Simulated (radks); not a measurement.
Task: Coherent X-ray form factor from a spherical all-electron density. All-electron calculation, scalar-relativistic Kohn-Sham, LDA (Slater exchange, Perdew-Wang correlation), spin-polarised, spherical densities, finite nucleus; Fermi nuclear charge, rms radius of each element as measured or else 0.836 A^(1/3) + 0.57 fm. Program: a radial shooting solver on a logarithmic mesh with Libxc functionals.

sin(theta)/lambda (1/angstrom)  f0 (electrons)
0.05                                    67.475
0.1                                     65.964
0.15                                    63.636
0.2                                     60.728
0.25                                    57.492
0.3                                     54.147
0.4                                     47.735
0.5                                     42.144
0.6                                     37.419
0.8                                     29.959
1                                       24.479
1.25                                    19.844
1.5                                     16.959
2                                       13.412

The species is in the configuration that NIST lists as its ground one. Which atom or ion scatters so?

Result: The hafnium ion Hf4+, [Xe] 4f14. Extrapolating in s^2 from the first two rows gives f0(0) = 68.0, near the electron count 68; among species with that count, the fall with angle is slower the higher Z, and the table is that of Z = 72; from so few rows the species is fixed only to a neighbour or two.
